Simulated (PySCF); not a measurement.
C3H6GeO, SMILES C#CC[O][GeH3]. The structure is a stationary point at PBE-D3(BJ)/def2-SVP. This is a generated structure with no PubChem entry under its InChIKey; it may be hypothetical. The values are those of a single conformer.

Computed equilibrium geometry at PBE-D3(BJ)/def2-SVP (PySCF confirms it by a frequency run) as a Z-matrix, and its point group (one conformer of several):
point group Cs.
```
C
O 1 1.4186
H 1 1.1203 2 111.70
H 1 1.1203 3 105.90 2 121.82
C 1 1.4639 3 108.35 4 116.06
C 5 1.2219 3 149.28 1 178.88
H 6 1.0809 3 160.65 1 179.89
Ge 2 1.8097 1 117.82 3 59.20
H 8 1.5424 2 103.81 1 180.00
H 8 1.5562 9 112.32 2 -117.65
H 8 1.5562 9 112.32 10 -124.70
```
Charge 0, spin multiplicity 1.
